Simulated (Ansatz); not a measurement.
`C=[C]([GeH3])C=O` and `C=[CH][GeH3]` differ in one atom or group.

Ansatz, PBE0-D4/def2-TZVP geometries, multiplicity 1. Each molecule was computed in one conformer, which needn't be the lowest.

Scalar relativity is left out up to krypton.

```json
{"property": "HOMO–LUMO gap (ωB97M-V/def2-TZVPP) / eV", "`C=[C]([GeH3])C=O`": "10.26"}
{"property": "LUMO energy (B3LYP/def2-TZVPP) / eV", "`C=[C]([GeH3])C=O`": "-2.21"}
{"property": "size of the dipole moment (ωB97M-V/def2-TZVPP) / D", "`C=[C]([GeH3])C=O`": "3.04"}
{"property": "HOMO energy (B3LYP/def2-TZVPP) / eV", "`C=[C]([GeH3])C=O`": "-7.42"}
{"property": "LUMO energy (PBE/def2-TZVPP) / eV", "`C=[C]([GeH3])C=O`": "-3.01"}
{"property": "size of the dipole moment (PBE/def2-TZVPP) / D", "`C=[C]([GeH3])C=O`": "2.88"}
```

Question: What does the change do to each property? (Estimate.)

Answer: Ansatz gave: 
```tsv
property	`C=[CH][GeH3]`	shift
HOMO–LUMO gap (ωB97M-V/def2-TZVPP) / eV	11.99	1.73
LUMO energy (B3LYP/def2-TZVPP) / eV	-0.53	1.68
size of the dipole moment (ωB97M-V/def2-TZVPP) / D	0.58	-2.46
HOMO energy (B3LYP/def2-TZVPP) / eV	-7.71	-0.29
LUMO energy (PBE/def2-TZVPP) / eV	-1.33	1.68
size of the dipole moment (PBE/def2-TZVPP) / D	0.60	-2.28
```

With PBE0 the HOMO falls by 0.29 eV and the LUMO rises by 1.69 eV, so the gap widens by about 1.98 eV. PBE moves the HOMO by -0.76 eV and ωB97M-V by -0.13 eV. Dipoles are sizes alone; their direction can turn.

B3LYP here is the variant with VWN-RPA as its local correlation; programs differ in this.
